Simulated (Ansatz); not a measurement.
Calculated with Ansatz (gas phase, PBE0-D4/def2-TZVP geometries, no zero-point term in ΔE). CBS: MP2 limit from def2 TZ/QZ plus the TZ coupled-cluster correction, frozen cores. DFT in def2-TZVPP. Each species was taken in one conformer, which may not be the lowest.

Consider the cleavage of the Si–Si bond: `N[SiH]([SiH3])BF` + `N[Si](N)(O)O` → `N[Si](N)(O)O[SiH3]` + `N[SiH2]BF`.

| level | ΔE (kcal/mol) |
| --- | --- |
| PBE-D4 | -17.6 |
| CCSD(T)/def2-TZVPP | -24.9 |

Task: What does CCSD(T)/CBS give? (Estimate.)

Result: Ansatz gave: -24.6 kcal/mol. The listed levels differ from it by 7.0, -0.3 kcal/mol.

Largest T1 diagnostic among the species: 0.014.

In def2-TZVPP, CCSD(T) changes the Hartree–Fock value by +6.8 kcal/mol (the triples alone add +1.0 kcal/mol) and MP2 by +5.4 kcal/mol. From PBE to PBE0 (25 % exact exchange), in def2-TZVPP and without D4, ΔE moves by −2.4 kcal/mol.
